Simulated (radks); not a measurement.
Results of a calculation; reference values are marked as such.
V3+, 20 electrons, occupied as [Ar] 3d1 4p1 (not the ground configuration).

Code: a radial shooting solver on a logarithmic mesh with Libxc functionals. Model: scalar-relativistic Kohn-Sham, SCAN, spin-polarised, spherical densities, finite nucleus; open shells are filled with parallel spins first; meta-GGA in the generalised Kohn-Sham scheme; Fermi nuclear charge, rms radius 3.6002 fm.

Energy parts (eV):
| part | energy |
|---|---|
| total | -25764.822 |
| kinetic | 26007.510 |
| electron-nucleus | -60463.492 |
| Hartree | 9893.269 |
| exchange-correlation | -1202.109 |

Orbitals (lengths in bohr, moments of r in powers of bohr):
| orbital | occ. | eigenvalue (eV) | <r^2> |
|---|---|---|---|
| 1s up | 1 | -5430.367 | 0.005942 |
| 1s down | 1 | -5430.293 | 0.005942 |
| 2s up | 1 | -656.9324 | 0.1117 |
| 2s down | 1 | -656.2336 | 0.1115 |
| 2p up | 3 | -554.6885 | 0.09241 |
| 2p down | 3 | -554.1146 | 0.09220 |
| 3s up | 1 | -115.8090 | 0.9764 |
| 3s down | 1 | -113.9827 | 0.9830 |
| 3p up | 3 | -87.7240 | 1.101 |
| 3p down | 3 | -85.9315 | 1.103 |
| 3d up | 1 | -44.9480 | 1.503 |
| 4p up | 1 | -25.2121 | 8.432 |

The highest occupied level is 4p up at -25.212 eV. The spin density at the nucleus is -0.0523 e/bohr^3 (1s -0.0678, 2s -0.5688, 3s 0.5843). Spin moment in Bohr magnetons: 2.

Empty levels of this run are not shown, since the potential may be unsettled where no density lies.
